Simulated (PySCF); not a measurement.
**Spinor energies of Os⁺ (osmium, charge +1)**

Start: [Xe] 4f14 5d5 6s1 7s1; 5d5/2 filled at m_j = -3/2, -1/2, +1/2, +3/2, +5/2; 6s1/2 filled at m_j = +1/2; 7s1/2 filled at m_j = +1/2. Calculated with PySCF 2.14 in x2c-TZVPall-2c with one added diffuse shell each of s, p, d type (12s12p11d2f, 117 functions): generalised Hartree-Fock with the X2C-1e Hamiltonian and a Gaussian nucleus; spin-orbit coupling (SO) screened by Boettger's factors. This is a chosen level, not necessarily the ground level.

```json
{"spinor shell": "1s1/2", "electrons": "2", "ε, screened SO (eV)": "-74270.3", "weight of nominal j (screened SO)": "1.000", "rms radius, screened SO (bohr)": "0.0201"}
{"spinor shell": "2s1/2", "electrons": "2", "ε, screened SO (eV)": "-13090.6", "weight of nominal j (screened SO)": "1.000", "rms radius, screened SO (bohr)": "0.0809"}
{"spinor shell": "2p1/2", "electrons": "2", "ε, screened SO (eV)": "-12511.6", "weight of nominal j (screened SO)": "1.000", "rms radius, screened SO (bohr)": "0.0687"}
{"spinor shell": "2p3/2", "electrons": "4", "ε, screened SO (eV)": "-10974.6", "weight of nominal j (screened SO)": "1.000", "rms radius, screened SO (bohr)": "0.0764"}
{"spinor shell": "3s1/2", "electrons": "2", "ε, screened SO (eV)": "-3122.6", "weight of nominal j (screened SO)": "1.000", "rms radius, screened SO (bohr)": "0.207"}
{"spinor shell": "3p1/2", "electrons": "2", "ε, screened SO (eV)": "-2864.2", "weight of nominal j (screened SO)": "1.000", "rms radius, screened SO (bohr)": "0.198"}
{"spinor shell": "3d3/2", "electrons": "4", "ε, screened SO (eV)": "-2096.0", "weight of nominal j (screened SO)": "1.000", "rms radius, screened SO (bohr)": "0.188"}
{"spinor shell": "3d5/2", "electrons": "6", "ε, screened SO (eV)": "-2022.6", "weight of nominal j (screened SO)": "1.000", "rms radius, screened SO (bohr)": "0.193"}
{"spinor shell": "4s1/2", "electrons": "2", "ε, screened SO (eV)": "-705.38", "weight of nominal j (screened SO)": "1.000", "rms radius, screened SO (bohr)": "0.459"}
{"spinor shell": "4p1/2", "electrons": "2", "ε, screened SO (eV)": "-595.75", "weight of nominal j (screened SO)": "1.000", "rms radius, screened SO (bohr)": "0.466"}
{"spinor shell": "4p3/2", "electrons": "4", "ε, screened SO (eV)": "-514.75", "weight of nominal j (screened SO)": "1.000", "rms radius, screened SO (bohr)": "0.499"}
{"spinor shell": "4d3/2", "electrons": "4", "ε, screened SO (eV)": "-334.57", "weight of nominal j (screened SO)": "0.999", "rms radius, screened SO (bohr)": "0.519"}
{"spinor shell": "4d5/2", "electrons": "6", "ε, screened SO (eV)": "-318.96", "weight of nominal j (screened SO)": "0.999", "rms radius, screened SO (bohr)": "0.531"}
{"spinor shell": "5s1/2", "electrons": "2", "ε, screened SO (eV)": "-123.53", "weight of nominal j (screened SO)": "1.000", "rms radius, screened SO (bohr)": "1.08"}
{"spinor shell": "5p1/2", "electrons": "2", "ε, screened SO (eV)": "-88.471", "weight of nominal j (screened SO)": "0.917", "rms radius, screened SO (bohr)": "1.20"}
{"spinor shell": "4f5/2", "electrons": "6", "ε, screened SO (eV)": "-88.354", "weight of nominal j (screened SO)": "0.978", "rms radius, screened SO (bohr)": "0.609"}
{"spinor shell": "4f7/2", "electrons": "8", "ε, screened SO (eV)": "-85.403", "weight of nominal j (screened SO)": "0.984", "rms radius, screened SO (bohr)": "0.610"}
{"spinor shell": "5p3/2", "electrons": "4", "ε, screened SO (eV)": "-72.836", "weight of nominal j (screened SO)": "0.958", "rms radius, screened SO (bohr)": "1.27"}
{"spinor shell": "5d5/2", "electrons": "5", "ε, screened SO (eV)": "-28.574", "weight of nominal j (screened SO)": "0.516", "rms radius, screened SO (bohr)": "1.76"}
{"spinor shell": "6s1/2", "electrons": "1", "ε, screened SO (eV)": "-21.252", "weight of nominal j (screened SO)": "0.999", "rms radius, screened SO (bohr)": "2.82"}
{"spinor shell": "7s1/2", "electrons": "1", "ε, screened SO (eV)": "-6.570", "weight of nominal j (screened SO)": "1.000", "rms radius, screened SO (bohr)": "6.84"}
```

**Question.** Where does 3p3/2 lie, and what is the 3p spin-orbit splitting (screened SO)?

**Answer.** At -2523.6 eV, 340.59 eV above 3p1/2.

```csv
quantity,screened SO
E (hartree),-17263.16168
M_J,7/2
⟨J²⟩,15.759
⟨L²⟩,0.261
⟨S²⟩,15.517
```

Each row is a mean over spinors that exchange with the open shell spreads, by up to 9.576 eV (5p3/2).

Rows whose weight is well below 1 are mixtures of j = l ± 1/2: exchange outweighs spin-orbit coupling there, and the label is only the starting occupation.

Breit and QED terms are absent; they matter most for the inner s and p1/2 levels.

Densities and radii are taken from the X2C orbitals without a picture-change correction, which distorts them close to the nucleus.
